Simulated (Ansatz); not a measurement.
`[Cl][Ge]([Cl])([Cl])[Br]` + HI → `[Cl][Ge]([Cl])([Cl])[I]` + HBr at 400 K and 1 bar (ligand exchange at a Ge–Br bond).

Program: Ansatz. Geometries: PBE0-D4/def2-TZVP. ΔE: electronic, gas phase. CCSD(T)/CBS adds triple-zeta CCSD(T) − MP2 to the extrapolated MP2 energy (def2 sets, frozen cores). def2 core potentials past Kr. For Br, Ge, I outer-core shells are correlated without core-valence functions, which leaves a few kJ/mol of doubt a bond. Scalar relativity is left out up to krypton.

```
                   species  CCSD(T)/CBS energy (Eh)  H − E (kJ/mol)  S (J/(mol·K))
`[Cl][Ge]([Cl])([Cl])[Br]`              -6028.93261            46.0          401.5
                        HI               -298.03592            25.7          215.0
 `[Cl][Ge]([Cl])([Cl])[I]`              -3753.05178            45.8          410.5
                       HBr              -2573.91920            27.6          207.2
```

H − E and S are ideal-gas, rigid-rotor, harmonic terms from PBE0-D4/def2-TZVP. 1 Eh = 2625.50 kJ/mol, R = 8.31446 J/(mol·K).

Q: By hand: ΔE, ΔH, ΔS and ΔG.

A: ΔE = (-3753.05178) + (-2573.91920) − (-6028.93261) − (-298.03592) = -0.00245 Eh = -6.4 kJ/mol. Δ(H − E) = 45.8 + 27.6 − 46.0 − 25.7 = 1.7, so ΔH = -4.7 kJ/mol. ΔS = 410.5 + 207.2 − 401.5 − 215.0 = 1.2 J/(mol·K). ΔG = -4.7 − 400 × (1.2)/1000 = -5.2 kJ/mol.

Q: By hand: the equilibrium constant, and the temperature at which ΔG would vanish if ΔH and ΔS stayed fixed.

A: log₁₀ K = −ΔG/(RT ln 10) = 0.7. ΔH and −TΔS have one sign here, so there is no such temperature.

The number of gas molecules stays the same, so ΔS is small and ΔH decides. The sign of ΔG lies within the doubt. A doubt of 5 kJ/mol in ΔE shifts log₁₀ K by 0.7 here. These are equilibria of isolated gas molecules and say nothing of rates. Largest T1 diagnostic: 0.009 (customary marks: 0.02 for closed shells, 0.045 for open ones).

ΔS is within the doubt of such terms, so its sign, and with it that verdict, could turn.
